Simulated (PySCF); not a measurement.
This PySCF input asks for the NMR shieldings of `C=CC1=CCP(C)C1`, C7H11P; the geometry comes from GFN2-xTB.

```python
import basis_set_exchange as bse
import numpy as np
from pyscf import gto, dft
from pyscf.prop import nmr

atoms = """
C     2.873548    0.731626   -0.484483
C     2.076261   -0.325820   -0.374363
C     0.741212   -0.315848    0.186527
C     0.003233   -1.414789    0.358897
C    -1.338353   -1.244169    0.988402
P    -1.711912    0.587842    0.925568
C    -2.232190    0.656021   -0.852829
C     0.097271    0.962214    0.652619
H     2.578569    1.712765   -0.152972
H     3.859846    0.650005   -0.908175
H     2.421269   -1.294938   -0.714045
H     0.342572   -2.404972    0.093781
H    -2.120447   -1.817122    0.483860
H    -1.315484   -1.574684    2.032639
H    -2.274387    1.697366   -1.167802
H    -1.534682    0.109411   -1.486280
H    -3.228810    0.228026   -0.948014
H     0.203288    1.774919   -0.069214
H     0.549394    1.291397    1.593227
"""
names = dict.fromkeys(["C", "P", "H"], "pcSseg-1")
basis = {el: gto.basis.parse(bse.get_basis(n, elements=[el], fmt="nwchem")) for el, n in names.items()}
mol = gto.M(atom=atoms, basis=basis, charge=0, verbose=0)
mf = dft.RKS(mol, xc="PBE0")
mf.grids.level = 2
mf.grids.alignment = dft.numint.BLKSIZE   # the property module wants whole blocks of grid points
mf.conv_tol = 1e-9
mf.kernel()

calc = nmr.RKS(mf)   # GIAO
C = mf.mo_coeff
Co = C[:, mf.mo_occ > 0]
resp = mf.gen_response(singlet=True, hermi=2)
def vind(x):   # induced exchange potential for any number of trial vectors
    d = np.einsum("pi,xij,qj->xpq", C, 2 * x.reshape(-1, C.shape[1], Co.shape[1]), Co, optimize=True)
    return np.einsum("xpq,pi,qj->xij", resp(d - d.transpose(0, 2, 1)), C, Co, optimize=True).ravel()
mo1, _ = nmr.rhf.solve_mo1(calc, with_cphf=vind)
sigma = calc.kernel(mo1)
for i, s in enumerate(sigma):   # ppm
    w = np.linalg.eigvalsh((s + s.T) / 2)
    print("%2d %-2s iso %8.1f  s11 %8.1f  s22 %8.1f  s33 %8.1f" % (i, mol.atom_pure_symbol(i), w.mean(), *w))
```

Q: Give the expected output.

A: 
```
 0 C  iso     66.2  s11    -37.6  s22     69.5  s33    166.8
 1 C  iso     44.0  s11    -70.2  s22     47.6  s33    154.6
 2 C  iso     37.9  s11    -64.2  s22     48.6  s33    129.1
 3 C  iso     47.7  s11    -44.2  s22     57.2  s33    130.1
 4 C  iso    147.6  s11    128.7  s22    146.6  s33    167.4
 5 P  iso    360.3  s11    286.5  s22    370.9  s33    423.5
 6 C  iso    172.2  s11    150.8  s22    176.1  s33    189.8
 7 C  iso    151.5  s11    135.1  s22    151.0  s33    168.3
 8 H  iso     26.3  s11     23.3  s22     24.5  s33     31.2
 9 H  iso     26.3  s11     24.5  s22     25.1  s33     29.4
10 H  iso     24.7  s11     22.1  s22     23.4  s33     28.4
11 H  iso     25.7  s11     23.0  s22     26.5  s33     27.6
12 H  iso     29.6  s11     25.6  s22     27.4  s33     35.7
13 H  iso     28.8  s11     24.1  s22     26.4  s33     36.0
14 H  iso     31.0  s11     26.4  s22     28.0  s33     38.6
15 H  iso     30.4  s11     25.3  s22     31.3  s33     34.8
16 H  iso     31.0  s11     26.4  s22     27.7  s33     39.0
17 H  iso     29.7  s11     25.1  s22     28.9  s33     35.0
18 H  iso     29.0  s11     23.9  s22     27.4  s33     35.8
```

These numbers come from an equivalent density-fitted implementation of the same equations, which agrees with the script to about 0.01 ppm for H and up to a few tenths of a ppm for heavy atoms, so last digits may differ.

Size and cost of the density-fitted run: 198 basis functions, 59 s wall time on 1 thread of an Arm Neoverse N1, shared host; peak memory 0.91 GiB.
